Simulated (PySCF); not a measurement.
# UHF on C⁺ (carbon, charge +1)

Configuration: [He] 2s2 2p1, 2P determinant. All numbers are calculated (PySCF 2.14, the spin-free X2C one-electron Hamiltonian (Gaussian nucleus), in cc-pVDZ-DK (3s2p1d, 14 functions)).

- Total energy: -37.304630 hartree
- One-electron energy: -47.5532 hartree
- Hartree (Coulomb) energy: 14.9869 hartree
- Exchange energy: -4.7383 hartree
- ⟨S²⟩: 0.7554
- ⟨L²⟩: 2.014
- Sum of ⟨r⟩: 4.992 bohr
- Sum of ⟨r²⟩: 8.239 bohr²
- Traceless quadrupole moment −½Σ⟨3z² − r²⟩ along its main axis: -1.11 e·bohr²
- Langevin diamagnetic susceptibility: -6.53 ×10⁻⁶ cm³/mol
- Time after the integrals: 0.04 s of wall time on 1 thread of Neoverse-V2 (shared host)

```json
{"shell": "1s α", "electrons": "1", "mean orbital energy (eV)": "-324.61", "rms radius, mean of both spins (bohr)": "0.311"}
{"shell": "1s β", "electrons": "1", "mean orbital energy (eV)": "-323.78", "rms radius, mean of both spins (bohr)": "0.311"}
{"shell": "2s α", "electrons": "1", "mean orbital energy (eV)": "-33.349", "rms radius, mean of both spins (bohr)": "1.63"}
{"shell": "2s β", "electrons": "1", "mean orbital energy (eV)": "-29.656", "rms radius, mean of both spins (bohr)": "1.63"}
{"shell": "2p α", "electrons": "1", "mean orbital energy (eV)": "-24.847", "rms radius, mean of both spins (bohr)": "1.65"}
```
